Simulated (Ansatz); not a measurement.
Results of the Gaussian-basis code of Ansatz.

A structure relaxed at PBE0-D4/def2-TZVP, charge 0, multiplicity 1:

```xyz
10

C     1.408    0.205   -0.250
Si   -0.201   -0.706   -0.050
C    -1.601    0.544    0.382
O    -1.392    1.727    0.493
H     1.661    0.733    0.672
H     1.327    0.945   -1.048
H     2.222   -0.481   -0.493
H    -0.163   -1.710    1.051
H    -0.622   -1.415   -1.291
H    -2.640    0.160    0.534
```

Q: Give its formula and SMILES.

A: C2H6OSi, `C[SiH2]C=O`.

Q: Point group (tolerance 0.08 Å, 0.16 Å for H)?

A: Cs.

Q: Summarise the bond lengths by kind.

A: 2 × C–Si 1.860 to 1.926 Å; 4 × C–H 1.092 to 1.118 Å; 2 × H–Si 1.490 Å; 1 × C–O 1.206 Å.
